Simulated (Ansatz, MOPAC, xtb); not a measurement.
Diatomic LiCl+, multiplicity 2 (lowest of 2S+1 = 2, 4 at CCSD(T)/def2-TZVPP on PBE0 minima; our sources give no spin for the ground state, which may be another).

The constants come from a fifth-degree fit in 1/R (seven points, main isotopes). Runs in def2 and cc sets follow the lowest solution found near the PBE0 minimum.

The values were computed with Ansatz (a program for electronic structure); MOPAC for AM1, PM6, PM7 (differences of heats of formation); xtb for the GFN methods. Values without a source in brackets are computed. The GFN methods have no spin term and hold the electronic entropy of 300 K.

| level | r_e (Å) | ω_e (cm⁻¹) | ω_e x_e (cm⁻¹) | α_e (cm⁻¹) |
|---|---|---|---|---|
| AM1 | 2.375 | 411 | 6.0 | 0.0081 |
| PM6 | 2.430 | 314 | 5.7 | 0.011 |
| PM7 | 2.521 | 233 | 6.9 | 0.015 |
| GFN2-xTB | 2.295 | 294 | 4.5 | 0.016 |
| SVWN5/def2-TZVPP | 2.352 | 331 | 7.1 | 0.013 |
| PBE/def2-TZVPP | 2.390 | 317 | 7.2 | 0.013 |
| r2SCAN/def2-TZVPP | 2.415 | 299 | 7.8 | 0.014 |
| B97M-V/def2-TZVPP | 2.399 | 305 | 7.8 | 0.015 |
| B3LYP/def2-TZVPP | 2.386 | 318 | 7.0 | 0.013 |
| PBE0/def2-TZVPP | 2.380 | 320 | 7.8 | 0.014 |
| BHLYP/def2-TZVPP | 2.366 | 329 | 7.3 | 0.013 |
| CAM-B3LYP/def2-TZVPP | 2.367 | 328 | 7.1 | 0.013 |
| wB97X-V/def2-TZVPP | 2.391 | 316 | 7.6 | 0.014 |
| wB97M-V/def2-TZVPP | 2.397 | 312 | 7.2 | 0.013 |
| B2PLYP/def2-TZVPP | 2.385 | 319 | 7.3 | 0.013 |
| CCSD/aug-cc-pV(T+d)Z | 2.420 | 308 | 6.6 | 0.013 |
| CCSD/def2-TZVPP | 2.408 | 305 | 7.7 | 0.014 |
| CCSD/aug-cc-pV(Q+d)Z | 2.414 | 310 | 6.6 | 0.013 |
| CCSD/def2-QZVPP | 2.399 | 317 | 6.6 | 0.013 |
| CCSD(T)/aug-cc-pV(T+d)Z | 2.423 | 307 | 6.5 | 0.013 |
| CCSD(T)/def2-TZVPP | 2.408 | 305 | 7.6 | 0.014 |
| CCSD(T)/aug-cc-pV(Q+d)Z | 2.416 | 309 | 6.5 | 0.013 |
| CCSD(T)/def2-QZVPP | 2.401 | 316 | 6.6 | 0.013 |
| CCSD(T)/CBS(aug-cc-pV(T+d)Z, aug-cc-pV(Q+d)Z) | 2.413 | 310 | 6.6 | 0.013 |

Correlated levels freeze the inner cores; with def2 sets outer-core shells near the valence are correlated too. CBS: X⁻³ extrapolation of the correlation energy, Hartree–Fock from the larger set. The state reached by AM1, PM6, PM7 isn't checked; PM7 holds dispersion and hydrogen-bond terms.
